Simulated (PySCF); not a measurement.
Two-component Hartree-Fock for As⁷⁺ (arsenic, charge +7)

Start: [Ar] 3d8; 3d3/2 filled at m_j = -3/2, -1/2, +1/2, +3/2; 3d5/2 filled at m_j = -1/2, +1/2, +3/2, +5/2. Calculated with PySCF 2.14 in an uncontracted even-tempered set (18 s from 0.34 bohr⁻², ratio 2.8; 13 p from 0.45 bohr⁻², ratio 2.8; 9 d from 0.45 bohr⁻², ratio 2.8; 4 f from 3.2 bohr⁻², ratio 3): generalised Hartree-Fock with the X2C-1e Hamiltonian and a Gaussian nucleus; spin-orbit coupling (SO) screened by Boettger's factors.

```json
{"spinor shell": "1s1/2", "electrons": "2", "ε, screened SO (eV)": "-12082.5", "weight of nominal j (screened SO)": "1.000", "rms radius, screened SO (bohr)": "0.0524"}
{"spinor shell": "2s1/2", "electrons": "2", "ε, screened SO (eV)": "-1710.2", "weight of nominal j (screened SO)": "1.000", "rms radius, screened SO (bohr)": "0.219"}
{"spinor shell": "2p1/2", "electrons": "2", "ε, screened SO (eV)": "-1537.8", "weight of nominal j (screened SO)": "0.999", "rms radius, screened SO (bohr)": "0.194"}
{"spinor shell": "3s1/2", "electrons": "2", "ε, screened SO (eV)": "-353.21", "weight of nominal j (screened SO)": "1.000", "rms radius, screened SO (bohr)": "0.626"}
{"spinor shell": "3p1/2", "electrons": "2", "ε, screened SO (eV)": "-295.19", "weight of nominal j (screened SO)": "0.901", "rms radius, screened SO (bohr)": "0.638"}
{"spinor shell": "3p3/2", "electrons": "4", "ε, screened SO (eV)": "-285.21", "weight of nominal j (screened SO)": "0.950", "rms radius, screened SO (bohr)": "0.648"}
{"spinor shell": "3d3/2", "electrons": "4", "ε, screened SO (eV)": "-187.17", "weight of nominal j (screened SO)": "0.688", "rms radius, screened SO (bohr)": "0.668"}
{"spinor shell": "3d5/2", "electrons": "4", "ε, screened SO (eV)": "-185.38", "weight of nominal j (screened SO)": "0.727", "rms radius, screened SO (bohr)": "0.671"}
```

Problem. Where does 2p3/2 lie, and what is the 2p spin-orbit splitting (screened SO)?

Solution. At -1499.3 eV, 38.542 eV above 2p1/2.

| quantity | screened SO |
| --- | --- |
| E (hartree) | -2243.19964 |
| M_J | 4 |
| ⟨J²⟩ | 20.003 |
| ⟨L²⟩ | 12.030 |
| ⟨S²⟩ | 1.996 |

Each row is a mean over spinors that exchange with the open shell spreads, by up to 15.172 eV (3p3/2).

Rows whose weight is well below 1 are mixtures of j = l ± 1/2: exchange outweighs spin-orbit coupling there, and the label is only the starting occupation.
